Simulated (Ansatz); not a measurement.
Total energies of Rb8Cl8 (started as a model of: 2x2x4 RbCl rock-salt block) from Ansatz at PBE-D4/def2-SVP, gas phase (1 Eh = 27.2114 eV = 2625.5 kJ/mol). The reference geometry is relaxed at r2SCAN-D4/def2-SVP.

```xyz
16

Rb    4.935   -0.545    1.760
Cl    1.813   -0.175    2.131
Rb   -1.361    0.201    2.447
Cl   -4.518    0.574    2.652
Cl    4.471   -2.760   -0.409
Rb    1.313   -2.479   -0.109
Cl   -1.861   -2.088    0.191
Rb   -4.982   -1.642    0.485
Cl    4.985    1.641   -0.486
Rb    1.848    2.104   -0.189
Cl   -1.329    2.465    0.111
Rb   -4.468    2.761    0.408
Rb    4.514   -0.573   -2.653
Cl    1.377   -0.204   -2.433
Rb   -1.799    0.173   -2.148
Cl   -4.938    0.546   -1.759
```

```json
{"state": "charge 0 singlet", "geometry": "reference", "energy (Eh)": "-3872.78129"}
{"state": "charge -1 doublet", "geometry": "reference", "energy (Eh)": "-3872.79509"}
{"state": "free Rb atom (doublet)", "geometry": "–", "energy (Eh)": "-24.08185"}
{"state": "free Cl atom (doublet)", "geometry": "–", "energy (Eh)": "-459.79702"}
```

In the def2 sets Rb takes a core potential; there is no spin–orbit coupling.

Question: Work out the vertical electron affinity, to the doublet.

Answer: E(charge 0 singlet) − E(charge -1 doublet) = -3872.78129 − (-3872.79509) = 0.01380 Eh = 0.38 eV. The basis lacks diffuse functions, which makes affinities too small.

Question: What is the binding energy per atom against free atoms?

Answer: Atoms: 8 × (-24.08185) + 8 × (-459.79702) = -3871.03096 Eh. Binding: -3871.03096 − (-3872.78129) = 1.75033 Eh = 47.63 eV, or 2.98 eV for each of 16 atoms (no zero-point energy, no counterpoise term).

At PBE-D4/def2-SVP the highest occupied level of the charge -1 doublet lies above zero (up to 0.40 eV). By energy differences its removal costs 0.38 eV (vertical, to the charge 0 singlet, at PBE-D4/def2-SVP); self-interaction error and the lack of diffuse functions both raise the level. At PBE-D4/def2-SVP the gap within one spin of the charge -1 doublet nearly closes, so an electron or hole may be smeared out by delocalisation error.
